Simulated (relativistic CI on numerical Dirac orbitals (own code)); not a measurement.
**Er³⁺ (4f11) in a crystal field**

Calculated by Dirac-Coulomb-Breit CI, KLI orbitals optimised for each configuration, QED by a radiative potential, valence Slater integrals scaled by 0.85, one configuration in a parametric crystal field (own radial code).

Field parameters in Wybourne normalisation; cubic f-shell fields have B⁴₄ = √(5/14) B⁴₀ and B⁶₄ = −√(7/2) B⁶₀. The field is a parameter set, without covalency.

S is read from ⟨S²⟩ = S(S + 1).

Powder χT (cm³ K mol⁻¹) by Van Vleck's formula, with temperature-independent terms:

| Field | 2 K | 5 K | 10 K | 20 K | 50 K | 100 K | 200 K | 300 K |
| --- | --- | --- | --- | --- | --- | --- | --- | --- |
| C2v, B20 = -270, B22 = -230, B40 = 340, B42 = 340, B44 = -250, B60 = -720, B62 = 330, B64 = -120, B66 = 630 cm⁻¹ | 7.07 | 7.18 | 7.36 | 7.73 | 8.79 | 9.91 | 10.8 | 11.1 |
| C2v, B20 = 710, B22 = 50, B40 = 580, B42 = -510, B44 = 740, B60 = 130, B62 = -100, B64 = 110, B66 = -130 cm⁻¹ | 4.6 | 6.11 | 7.88 | 9.31 | 10.5 | 11 | 11.3 | 11.4 |
| D3d, B20 = 2000, B40 = -1070, B43 = -880, B60 = 720, B63 = -570, B66 = -580 cm⁻¹ | 5.75 | 6 | 6.42 | 7.24 | 9.03 | 10.1 | 10.8 | 11.1 |
| D3h, B20 = 410, B40 = 110, B60 = 240, B66 = 550 cm⁻¹ | 5.02 | 6.21 | 7.65 | 8.91 | 9.98 | 10.7 | 11.2 | 11.3 |
| Oh, B40 = -880, B60 = -230 cm⁻¹ | 7.84 | 7.99 | 8.23 | 8.71 | 9.78 | 10.6 | 11.2 | 11.3 |
| Oh, B40 = 2400, B60 = 190 cm⁻¹ | 7.89 | 8.05 | 8.32 | 8.86 | 10.1 | 10.8 | 11.1 | 11.2 |

(1) For D3h, B20 = 410, B40 = 110, B60 = 240, B66 = 550 cm⁻¹: what effective moment follows at 300 K?

Results:

(1) μ_eff = √(8χT) = 9.50 μB. The LS value g√(J(J + 1)) of the free ion's ⁴I°15/2 level is 9.58 μB.
